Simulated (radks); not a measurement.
The numbers below are computed, except where a source is named.
A nucleus of charge 40.7 with 40 electrons, 40 electrons, occupied as [Kr] 4d2 5s2.

Code: a radial shooting solver on a logarithmic mesh with Libxc functionals. Model: Dirac Kohn-Sham, PBE, spin-unpolarised, spherical densities, finite nucleus; open shells fill j = l - 1/2 first; Fermi nuclear charge, rms radius 4.2694 fm.

Energy parts (eV):
| part | energy |
|---|---|
| total | -102116.987 |
| kinetic | 105652.417 |
| electron-nucleus | -246222.125 |
| Hartree | 41639.990 |
| exchange-correlation | -3187.270 |

Orbitals (lengths in bohr, moments of r in powers of bohr):
orbital  occ.  eigenvalue (eV)      <r>
1s1/2       2        -18510.24  0.03638
2s1/2       2        -2589.165   0.1591
2p1/2       2        -2375.057   0.1358
2p3/2       4        -2282.347   0.1402
3s1/2       2        -437.1617   0.4475
3p1/2       2        -356.8223   0.4434
3p3/2       4        -341.8802   0.4538
3d3/2       4        -200.1218   0.4366
3d5/2       6        -197.3549   0.4401
4s1/2       2         -65.7315    1.168
4p1/2       2         -43.5981    1.287
4p3/2       4         -41.5551    1.317
4d3/2       2         -10.4424    1.939
4d5/2       0         -10.2602    1.957
5s1/2       2          -9.2619    3.297

The highest occupied level is 5s1/2 at -9.262 eV. The configuration is held as typed, so some empty levels lie below it. The density falls to 0.001 e/bohr^3 at r = 4.72 bohr.
